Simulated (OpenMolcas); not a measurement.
## 3s2 3p2 along the 14-electron sequence

```
Program             : OpenMolcas 26.06
Method              : CASSCF
Basis               : ANO-R2
Scalar Hamiltonian  : X2C, finite nucleus
Spin-orbit coupling : state interaction with AMFI integrals over the reference wave functions, term energies averaged over their components
```

Active space for each ion: 4 electrons in 4 orbitals (3s 3p).

Computed levels in cm-1 above 3P0:

```
                               Level     P+    S2+   Cl3+   Ar4+
                                 3P1    145    268    448    706
                                 3P2    417    755   1233   1896
                                 1D2  11658  14290  16821  19396
                                 1S0  20844  25910  30777  35658
weight of 3P in the lowest level (%)    100    100    100    100
```

Measured, with the error of the calculation in %. Measured levels: P+ from NIST Handbook of Basic Atomic Spectroscopic Data; S2+ from NIST levels in Podobedova, Kelleher and Wiese, J. Phys. Chem. Ref. Data 38, 171 (2009); Cl3+ from Moore, Atomic Energy Levels, vol. I, NSRDS-NBS 35 (1971 reprint of NBS Circular 467, 1949); Ar4+ from Saloman, J. Phys. Chem. Ref. Data 39, 033101 (2010).

```json
{"Level": "3P1", "P+": "165 (-12.0)", "S2+": "299 (-10.3)", "Cl3+": "491 (-8.8)", "Ar4+": "763 (-7.5)"}
{"Level": "3P2", "P+": "469 (-11.1)", "S2+": "833 (-9.4)", "Cl3+": "1341 (-8.0)", "Ar4+": "2029 (-6.5)"}
{"Level": "1D2", "P+": "8882 (+31.3)", "S2+": "11323 (+26.2)", "Cl3+": "13766 (+22.2)", "Ar4+": "16299 (+19.0)"}
{"Level": "1S0", "P+": "21576 (-3.4)", "S2+": "27161 (-4.6)", "Cl3+": "32550 (-5.4)", "Ar4+": "37912 (-5.9)"}
```

The fine-structure level 3P2 changes by a factor of 4.55 from P+ to Ar4+. Its fourth root runs 4.52, 5.24, 5.93, 6.60, with steps per unit of Z of 0.72, 0.68, 0.67; equal steps would mean a (Z - σ)^4 law with constant σ.

1D2 changes by a factor of 1.66 over the same range, with steps per unit of Z of +2630, +2530, +2580 cm-1.

Without dynamic correlation excited terms often stand tens of per cent too high (terms of higher spin than the ground term too low), and those without a measured partner can miss by more than the paired ones (holds for P+). Measured partners are found by configuration, term and J. A level has none where our copy of the source lacks it or the pairing is in doubt (some pairs that miss far off the trend of their configuration count as doubtful), and it then counts in no deviation. Levels of configurations outside the active space are missing.
